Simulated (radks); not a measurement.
Initial-state core-level shifts of the xenon ion Xe+ when its valence configuration changes from [Kr] 4d10 5s2 5p5. All-electron calculation, scalar-relativistic Kohn-Sham, PBEsol, spin-unpolarised, spherical densities, point nucleus. Program: a radial shooting solver on a logarithmic mesh with Libxc functionals. Shifts are changes of the shell-averaged eigenvalues in eV (positive: less bound).

valence	2s	2p	3s	3d
4d9.5 5s2 5p5.5	-5.316	-5.302	-4.998	-5.063
4d9 5s2 5p6	-10.703	-10.673	-10.043	-10.178
4d10 5s1 5p6	-1.383	-1.374	-1.405	-1.403
4d10 5s1.5 5p5.5	-0.696	-0.692	-0.707	-0.706
